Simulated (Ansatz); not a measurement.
Basis-set extrapolation for Cl₄H₂SSi₂ (`Cl[SiH2]S[Si](Cl)(Cl)Cl`) (PBE0-D4/def2-TZVP geometry, frozen core, the Gaussian-basis code of Ansatz). Multiplicity 1, RHF reference.

|  | def2-TZVPP | def2-QZVPP |
| --- | --- | --- |
| HF | -2814.921574 | -2815.001281 |
| MP2 correlation | -1.161921 | -1.277897 |
| CCSD(T) correlation | -1.303954 | not run |

Energies in hartree. Use E(X) = E(∞) + A·exp(−7.88·√X) for Hartree–Fock and E(X) = E(∞) + B·X^(−2.97) for correlation, with X = 3 and 4, and add CCSD(T) minus MP2 of the smaller set to the MP2 limit.

Q: What is the CCSD(T) energy at the basis-set limit?

A: HF limit: -2815.001281 + (-0.079707) × 0.13774 = -2815.01226. MP2 limit: -1.277897 + (-0.115976) × 0.74074 = -1.36381. Higher-order term: -1.303954 − (-1.161921) = -0.14203. Total: -2816.51810 hartree, 768.1 kJ/mol below CCSD(T)/def2-TZVPP.
